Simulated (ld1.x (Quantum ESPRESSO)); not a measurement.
**Reading a pseudo-wave (manganese (Mn))**

Columns: radius, all-electron u(r) and pseudo u(r) of the 3d shell (level -15.21 eV) of manganese in the configuration [Ar] 3d5 4s1 4p0; LDA (PZ), scalar-relativistic, TM semilocal scheme, ld1.x (Quantum ESPRESSO) 7.5.

| r (bohr) | all-electron | pseudo |
| --- | --- | --- |
| 0.115 | 0.0814 | 0.0296 |
| 0.230 | 0.3130 | 0.1965 |
| 0.345 | 0.5549 | 0.4836 |
| 0.460 | 0.7354 | 0.7463 |
| 0.575 | 0.8428 | 0.8834 |
| 0.690 | 0.8895 | 0.9135 |
| 0.805 | 0.8931 | 0.8983 |
| 0.920 | 0.8693 | 0.8694 |
| 1.035 | 0.8295 | 0.8295 |
| 1.150 | 0.7813 | 0.7813 |
| 1.265 | 0.7294 | 0.7294 |
| 1.380 | 0.6768 | 0.6768 |
| 1.495 | 0.6253 | 0.6253 |
| 1.610 | 0.5758 | 0.5758 |
| 1.725 | 0.5289 | 0.5289 |
| 1.840 | 0.4850 | 0.4850 |
| 1.955 | 0.4441 | 0.4441 |
| 2.070 | 0.4061 | 0.4061 |
| 2.185 | 0.3710 | 0.3710 |
| 2.300 | 0.3387 | 0.3387 |
| 2.415 | 0.3089 | 0.3089 |
| 2.530 | 0.2815 | 0.2815 |
| 2.645 | 0.2563 | 0.2563 |
| 2.760 | 0.2333 | 0.2333 |
| 2.875 | 0.2121 | 0.2121 |
| 2.990 | 0.1928 | 0.1928 |

(1) How many radial nodes do the two functions have?

(2) At about which radius was the pseudo-wave matched?

(3) Is the pseudo-wave norm-conserving?

Results:

(1) The all-electron 3d function has n − l − 1 = 0; the pseudo-wave has 0.

(2) 1.00 bohr, where the columns begin to agree (steps of 0.12 bohr).

(3) Yes: the TM semilocal scheme keeps the norm inside the radius equal to the all-electron one, which fixes the energy derivative of the logarithmic derivative at the level.
